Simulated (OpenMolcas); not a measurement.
**Ru2+: moving or changing the point charges**

Ru2+ among 6 point charges of -1 e arranged as an octahedron (Oh), 1.94 Å from the ion.
```
   1.9400    0.0000    0.0000  -1.00
   0.0000    1.9400    0.0000  -1.00
  -1.9400    0.0000    0.0000  -1.00
   0.0000   -1.9400    0.0000  -1.00
   0.0000    0.0000    1.9400  -1.00
   0.0000    0.0000   -1.9400  -1.00
```

```
Program             : OpenMolcas 26.06
Method              : CASSCF
Basis               : ANO-RCC-VTZP [7s6p4d2f1g]
Scalar Hamiltonian  : DKH2, point nucleus
Active space        : 6 electrons in 5 orbitals (4d)
State averaging     : 2S+1 = 5 even, 5 roots; 2S+1 = 3 even, 45 roots; 2S+1 = 1 even, 50 roots
Spin-orbit coupling : RASSI with atomic mean-field integrals over the reference wave functions
```

Runs around this geometry, states (labels of O, the rotations of Oh). Energies in cm-1 above the lowest state or level, χT in cm3 K/mol; under a threefold ground state the first gap can be a small split of the lowest multiplet, not the spin-orbit step.

```csv
R (Å),q (e),Ground state,First state of that spin,First gap with spin-orbit (degeneracies),χT at 300 K,First state of another spin
1.94,-0.5,5T2,5E 3925,"357.2 (3, 2)",4.594,3T1 15307
1.85,-1,5T2,5E 9989,"384.7 (3, 2)",4.297,3T1 10666
1.94,-1,5T2,5E 8074,"390.8 (3, 2)",4.345,3T1 12233
2.09,-1,5T2,5E 5760,"383.8 (3, 2)",4.444,3T1 14071
```

Taking the first state of the same spin as R^-n, n = -ln(5760 / 9989) / ln(2.09 / 1.85) = 4.5 between the shortest and longest distance.

Scaling the charges by -0.5 / -1 = 0.50 scales the first state of the same spin by 3925 / 8074 = 0.49; with fixed orbitals a first-order splitting would follow the charge.

An orbital triplet at a regular site is open to Jahn-Teller coupling, which can distort the site and quench the lowest spin-orbit gaps and is left out. Without dynamic correlation the repulsion within the d shell is too large (B by tens of per cent), so at a given field states of lower spin stand too high. Point charges give a weaker field than real ligands, and real ions of this kind are as a rule low spin; the high spin found here belongs to the model. The ground term spreads over less than 5000 cm-1, several times less than with real ligands, so orbital moments are less quenched and χT lies further from the spin-only value than at real sites (holds for R = 1.94, q = -0.5). This is an electrostatic model: the charges have no orbitals. No measured value stands beside these numbers.
